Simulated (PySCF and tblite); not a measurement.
Results of a calculation; reference values are marked as such.
System: C₄H₅NO₃, numbered as in [O:1]=[CH:2][NH:3]/[CH:4]=[CH:5]/[O:6][CH:7]=[O:8].

Geometries: GFN2-xTB; energies: BP86/pcSseg-1 + D3(BJ); zero-point and thermal terms from GFN2-xTB harmonic modes (soft modes blended into free rotors). Rates follow Eyring's equation with the number of equivalent paths and no tunnelling. Run with tblite and PySCF.

Question: Estimate the barrier and the room-temperature rate of the rotation about the C4–N3 bond (torsion C5–C4–N3–C2 from -180° to 0°, rising).

Answer: The electronic barrier is 6.9 kcal/mol and ΔG‡(298 K) 6.3 kcal/mol, over a C1 saddle with an imaginary mode of 161i cm⁻¹ (GFN2-xTB). With 2 equivalent paths, k is 2.8×10⁸ s⁻¹, a mean lifetime of the start of 3.5 ns against this motion. The end lies 0.6 kcal/mol above the start in free energy.
